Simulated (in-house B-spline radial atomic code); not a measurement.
The numbers below are computed, except where a source is named.
**Mg ion on As atom: potential, deflection and energy transfer**

The pair potential comes from two frozen, spherical free-atom densities (PBE, B-spline radial code, scalar-relativistic past argon): electrostatics plus the change in Thomas-Fermi kinetic and Dirac exchange energy where they overlap, the recipe behind the universal ZBL potential, which averages such potentials (from solid-state densities) over many pairs. It is written V = (Z1 Z2 e²/r) φ(r/a), with e² = 14.3996 eV·Å and a = 0.46850 Å/(Z1^0.23 + Z2^0.23); ZBL's fit is φ = 0.18175 e^(−3.1998x) + 0.50986 e^(−0.94229x) + 0.28022 e^(−0.4029x) + 0.02817 e^(−0.20162x). Where φ falls below 4e-4 it is continued as an exponential.

Masses 24.3 and 74.92 u.

| x = r/a | φ, this pair | φ, ZBL |
| --- | --- | --- |
| 0.1 | 0.8934 | 0.8928 |
| 0.5 | 0.6273 | 0.6096 |
| 1.5 | 0.3162 | 0.2995 |
| 3 | 0.1362 | 0.1292 |
| 5 | 0.05405 | 0.05224 |
| 8 | 0.01601 | 0.01705 |
| 12 | 0.004742 | 0.00474 |
| 17 | 0.001108 | 0.001212 |

Q: At x = 6.5 the electrostatic, kinetic and exchange parts are -13.97, 260.97 and -32.69 eV. Find r, V and φ.

A: a = 0.46850/(1.7710 + 2.2349) = 0.11695 Å, so r = 0.76020 Å. V = -13.97 + 260.97 + (-32.69) = 214.31 eV. The bare repulsion is 12 × 33 × 14.3996/0.76020 = 7501 eV, so φ = 0.0286, -1.9 % against ZBL's 0.0291. The kinetic (Pauli) term is 122 % of V here, as the other two terms together attract.

Q: The ion comes in at 0.6457 keV with impact parameter 0.5848 Å. The scattering integral gives a centre-of-mass angle of 53.91° and a closest approach of 6.574 a. What are the reduced energy, the energy passed on and the laboratory angles?

A: ε = E a M2/(Z1 Z2 e² (M1 + M2)) = 645.7 × 1.5487e-05 = 0.01. The most that one collision can pass on is γE with γ = 4 M1 M2/(M1 + M2)² = 0.7397. Here T = γE sin²(θ/2) = 0.7397 × 645.7 × 0.2055 = 98.15 eV. The ion turns by arctan(sin θ/(cos θ + M1/M2)) = 41.5°, and the struck atom leaves at (180° − θ)/2 = 63.0°. The closest approach is 0.769 Å. With ZBL the angle would be 53.59° and T = 97.07 eV.
